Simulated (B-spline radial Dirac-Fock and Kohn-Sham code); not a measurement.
**Relativistic shifts of the levels of F³⁺**

System: fluorine as F³⁺, configuration 1s2 2s2 2p2.

Both columns are ΔSCF binding energies of the configuration average from a B-spline atomic structure program: non-relativistic Hartree-Fock with a point nucleus, and Dirac-Fock with a finite nucleus and the Coulomb interaction alone, averaged over the two j levels with weights 2j+1.

```
shell  Hartree-Fock (eV)  Dirac-Fock (eV)  shift (eV)  shift (%)
   1s              785.8            786.5       +0.77      +0.10
   2s              101.2            101.3       +0.13      +0.12
   2p              85.18            85.18        0.00       0.00
```

Relativity binds 1s, 2s more strongly, among those listed most of all 2s in relative terms.

Values without a named source are computed, but for edge energies of neutral atoms, which are taken from tables.
